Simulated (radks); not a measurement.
Valence configurations of Hf+ (all share [Xe]). All-electron calculation, Dirac Kohn-Sham, BLYP, spin-unpolarised, spherical densities, finite nucleus; open shells fill j = l - 1/2 first; Fermi nuclear charge, rms radius 5.347 fm. Program: a radial shooting solver on a logarithmic mesh with Libxc functionals. Energies are relative to 4f14 5d1 6s2; eigenvalues in eV.

| valence | E (eV) | e(4f5/2) | e(4f7/2) | e(5d3/2) | e(6p1/2) | e(6s1/2) |
|---|---|---|---|---|---|---|
| 4f14 5d1 6s2 | 0.000 | -26.669 | -24.923 | -10.830 | - | -11.724 |
| 4f14 5d3 | 3.140 | -22.160 | -20.417 | -8.037 | - | - |
| 4f14 6s2 6p1 | 4.298 | -30.683 | -28.935 | - | -8.438 | -13.286 |
| 4f14 5d1 6s1 6p1 | 4.480 | -27.875 | -26.129 | -11.797 | -7.853 | -12.400 |
| 4f14 5d2 6p1 | 5.459 | -25.389 | -23.644 | -10.252 | -7.317 | - |
| 4f14 5d1 6p2 | 9.092 | -29.033 | -27.286 | -12.718 | -8.354 | - |
| 4f13 5d2 6s1 6p1 | 22.005 | -35.962 | -34.135 | -13.312 | -8.121 | -12.888 |
| 4f13 5d1 6s2 6p1 | 22.907 | -38.953 | -37.123 | -15.195 | -8.722 | -13.799 |
| 4f13 6s2 6p2 | 30.287 | -43.309 | -41.476 | - | -9.818 | -15.332 |
| 4f12 5d1 6s2 6p2 | 57.160 | -52.252 | -50.336 | -19.858 | -10.067 | -15.789 |

NIST lists [Xe] 4f14 5d1 6s2 as the ground configuration; this level of theory agrees among the configurations tried. The energies are those of spherical spin-averaged densities, not of single terms.
